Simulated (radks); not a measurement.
Question: All-electron atom: Au0.25+ in [Xe] 4f14 5d10 6s(up 0.75, down 0) (fractional occupations, a model configuration). All-electron calculation, scalar-relativistic Kohn-Sham, PBEsol, spin-polarised, spherical densities, finite nucleus; Fermi nuclear charge, rms radius 5.4371 fm. Program: a radial shooting solver on a logarithmic mesh with Libxc functionals. Some entries of the table are withheld. Estimate them.

orbital,occ.,eigenvalue (Ry),<r^2> (bohr^2),r(max) (bohr)
1s up,1,-5932.441,0.0003935,0.01043
1s down,1,-5932.440,0.0003935,0.01043
2s up,1,-1046.939,0.005999,0.06020
2s down,1,-1046.939,0.005999,0.06020
2p up,3,-905.5429,0.005048,0.04982
2p down,3,-905.5427,0.005048,0.04982
3s up,1,-247.2049,0.03869,0.1697
3s down,1,-247.2045,0.03869,0.1697
3p up,3,-206.1707,0.03976,0.1690
3p down,3,-206.1703,0.03976,0.1690
3d up,5,-162.2255,0.03293,0.1376
3d down,5,-162.2253,0.03293,0.1376
4s up,1,-53.73958,0.1871,0.3828
4s down,1,-53.73909,0.1871,0.3828
4p up,3,-40.27690,0.2138,0.4029
4p down,3,-40.27627,0.2138,0.4029
4d up,5,-24.08873,0.2429,0.4104
4d down,5,-24.08798,0.2429,0.4104
5s up,1,-8.11046,0.9647,0.8477
5s down,1,-8.11042,0.9643,0.8478
4f up,7,-6.11382,0.3016,0.3753
4f down,7,-6.11304,0.3016,0.3753
5p up,3,(1),1.305,0.9525
5p down,3,(2),1.302,0.9525
5d up,5,(3),3.157,1.218
5d down,5,(4),3.079,1.214
6s up,0.75,-0.57673,8.832,2.299
6s down,0,-0.53169,8.913,2.285

Answer: 
(1) 5p up eigenvalue (Ry): -4.54379
(2) 5p down eigenvalue (Ry): -4.54257
(3) 5d up eigenvalue (Ry): -0.66186
(4) 5d down eigenvalue (Ry): -0.64505
